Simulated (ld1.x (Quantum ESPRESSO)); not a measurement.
**gold (Au): variants of one TM semilocal potential**

Base potential:

- Element: gold (Au)
- Generator: ld1.x (Quantum ESPRESSO) 7.5
- Type: norm-conserving Troullier–Martins (semilocal form)
- Functional: revPBE
- Relativity: scalar-relativistic
- Frozen core: [Xe]
- Valence charge: 25
- Reference configuration: 4f14 5d10 6s1 6p0
- Partial waves: 6s (bound): rc 2.55 bohr; 6p (bound, empty): rc 2.90 bohr; 5d (bound): rc 1.80 bohr; 4f (bound): rc 0.85 bohr
- Local potential: the f channel
- Core correction: none

All-electron outer shells of the reference configuration (revPBE, scalar-relativistic, ld1.x):

```json
{"shell": "5s", "level (eV)": "-108.26", "outermost node (bohr)": "0.48", "outermost maximum (bohr)": "0.84"}
{"shell": "4f", "level (eV)": "-81.01", "outermost node (bohr)": "–", "outermost maximum (bohr)": "0.37"}
{"shell": "5p", "level (eV)": "-59.70", "outermost node (bohr)": "0.52", "outermost maximum (bohr)": "0.96"}
{"shell": "5d", "level (eV)": "-6.81", "outermost node (bohr)": "0.56", "outermost maximum (bohr)": "1.21"}
{"shell": "6s", "level (eV)": "-5.65", "outermost node (bohr)": "1.11", "outermost maximum (bohr)": "2.32"}
{"shell": "6p", "level (eV)": "-0.75", "outermost node (bohr)": "1.32", "outermost maximum (bohr)": "3.74"}
```

Cutoffs, loose and tight: the cutoffs (Ry, on a coarse ladder) from which the occupation-weighted sum of valence levels, in a spherical-Bessel basis at the reference potential, stays within 10 and 1 mRy of its value at 400 Ry. They do not see the model core or the augmentation charge, which bear on the density cutoff. Test errors are all-electron minus pseudo excitation energies from the reference, over the configurations 4f14 5d10 6s0 6p0; 4f14 5d9 6s0 6p0; 4f14 5d8 6s0 6p0; 4f14 5d9 6s2 6p0; 4f14 5d7 6s0 6p0; 4f13 5d10 6s1 6p0; 4f14 5d10 6s0 6p1. A dash means not determined; rows that change the core or the reference have their own tests.

Cutoffs are not given where the Bessel-basis levels miss the radial ones by over 6 mRy, ghosts where they miss by over 20 mRy; a channel whose overlap is not positive is not tested.

A semilocal file is local in each channel, so a ghost entry of none says nothing of the separable form that plane-wave codes build from it.

```tsv
change	outcome	bound ghosts	largest test error (meV)
base	generated	not determined	-1288
wave 5d (bound): rc 1.80 bohr becomes 5d (bound): rc 1.12 bohr	generated	not determined	-1295
wave 5d (bound): rc 1.80 bohr becomes 5d (bound): rc 1.44 bohr	generated	not determined	-1352
wave 5d (bound): rc 1.80 bohr becomes 5d (bound): rc 1.58 bohr	generated	not determined	-1312
wave 5d (bound): rc 1.80 bohr becomes 5d (bound): rc 1.84 bohr	generated	not determined	-1292
wave 5d (bound): rc 1.80 bohr becomes 5d (bound): rc 2.08 bohr	generated	not determined	-1384
wave 5d (bound): rc 1.80 bohr becomes 5d (bound): rc 2.64 bohr	generated	not determined	-1982
```

(1) What comes out with this change to the base: wave 5d (bound): rc 1.80 bohr becomes 5d (bound): rc 2.50 bohr?

(2) What comes out with this change to the base: wave 5d (bound): rc 1.80 bohr becomes 5d (bound): rc 2.32 bohr?

Answers

(1) outcome: generated; bound ghosts: not determined; largest test error (meV): -1745.

(2) outcome: generated; bound ghosts: not determined; largest test error (meV): -1555.
